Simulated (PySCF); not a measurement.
**One molecule, many functionals**

Species: potassium fluoride, KF.
SMILES: `[F][K]`

Linear-response calculations in the def2-SVPD basis (PySCF; singlets by full response, triplets Tamm–Dancoff, core orbitals frozen in the response; HF means time-dependent Hartree–Fock). 'Strongest' is the level of largest summed f among the singlets computed (10 roots, of which the last may lack a degenerate partner); it can jump between rows when another state enters that window. S1 is the lowest singlet of each run and needn't be the same state throughout; f(S1) is that of one state. Geometry: PBE0-D3(BJ)/def2-SVP; no solvent, vibrations or thermal averaging.

```
functional                               kind  S1 (eV)  f(S1)  strongest (eV)  T1 (eV)  HOMO (eV)  gap (eV)  ionisation energy, ΔSCF (eV)
       LDA                                LDA     3.55  0.044            3.55     3.45      -4.93      3.51                         10.56
       PBE                                GGA     3.24  0.045            3.24     3.03      -4.69      3.17                         10.07
     B3LYP  global hybrid, 20% exact exchange     4.19  0.005            4.20     4.10      -6.25      4.93                          9.97
      PBE0  global hybrid, 25% exact exchange     4.53  0.034            4.53     4.39      -6.49      5.47                          9.76
 BHandHLYP  global hybrid, 50% exact exchange     5.61  0.008            7.27     5.57      -8.36      7.53                          9.45
 CAM-B3LYP             range-separated hybrid     4.95  0.032            4.95     4.86      -8.10      7.38                          9.98
   LC-wPBE             range-separated hybrid     5.59  0.028            5.66     5.49      -9.34      9.14                          9.99
        HF                       Hartree–Fock     7.71  0.019            7.71     7.60     -11.41     11.24                   not settled
```

What does wB97X-D (range-separated hybrid) give?

S1 (eV) 5.14, f(S1) 0.027, strongest (eV) 5.14, T1 (eV) 4.98, HOMO (eV) -8.44, gap (eV) 8.36, ionisation energy, ΔSCF (eV) 9.86. S1 runs from 3.24 eV (PBE) to 7.71 eV (HF), a spread of 4.48 eV, while the orbital gap spreads over 8.1 eV. Along PBE (0%), B3LYP (20%), PBE0 (25%), BHandHLYP (50%), HF (100%) S1 rises with the share of exact exchange. −ε(HOMO) comes closest to its own ΔSCF ionisation energy with LC-wPBE (-0.66 eV) and misses most with LDA (-5.63 eV). 'Not settled' means that the ion's SCF failed to converge or may have ended in another state than the lowest.
